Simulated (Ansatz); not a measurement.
Job for Ansatz (an electronic-structure program): U-SVWN5/def2-TZVPP on TiGa, 2S+1 = 6, a spin state set in the input, which need not be the lowest, a point of a bond scan (R = 2.487 Å).

Ansatz 0.2 input:
```yaml
crystal:
  periodic: [false, false, false]
  atoms:
    - {symbol: Ti, position_ang: [0.00000000, 0.00000000, 0.00000000]}
    - {symbol: Ga, position_ang: [0.00000000, 0.00000000, 2.48677300]}
basis:
  gaussian:
    orbitals: def2-TZVPP
    pivot_positions_ang: [[0.00000000, 0.00000000, 0.00000000], [0.00000000, 0.00000000, 2.48677300]]
hamiltonian:
  xc: {name: SVWN5}
magnetization: {spin_polarized: true, initial_magnetization: 5}
output: {forces: true, orbitals: {seedname: ./end}}
```

Output:

```
WARN ansatz: RAYON_NUM_THREADS=1 ignored (pool sized by the plan → 1); use --threads N
Functional definition: SVWN5
integrals: 0.04 GiB planned
800 factors; their error is unknown
mean field: 0.37 GiB planned
mean field evaluation 1: about -75310.9347 eV, gradient 9.8e1 eV
mean field evaluation 2: about -74875.2436 eV, gradient 2.5e2 eV
mean field evaluation 4: about -75333.1228 eV, gradient 6.5e1 eV
mean field evaluation 8: about -75352.0927 eV, gradient 1.0e1 eV
mean field evaluation 16: about -75352.7195 eV, gradient 2.4e-3 eV
mean field evaluation 32: about -75351.6071 eV, gradient 4.7e-3 eV
mean field evaluation 64: about -75351.7157 eV, gradient 1.4e0 eV
mean field evaluation 96: about -75350.9859 eV, gradient 4.9e0 eV
mean field evaluation 128: about -75352.7195 eV, gradient 9.3e-3 eV
mean field -75352.71952990 eV, -2769.1613668161 hartree, gradient 3.2e-6 eV, S^2 8.750931; 11 other end points of the search recorded, 0 dependent functions left out
the calculation of the forces begins
reference -75352.71955807 eV, -2769.1613678511 hartree; 29, 24 occupied and 83, 88 virtual orbitals, 800 factors
Total energy: -75352.71955807 eV, -2769.1613678511 hartree
Atom 0 at     0.000000     0.000000     0.000000 Å, force     0.000000    -0.000000     0.176120 eV/Å
Atom 1 at     0.000000     0.000000     2.486773 Å, force    -0.000000    -0.000000    -0.176120 eV/Å
Dipole moment:     0.000000    -0.000000    -0.431761 e Å
```

The run converged.

Cost: roughly 8 core-seconds.
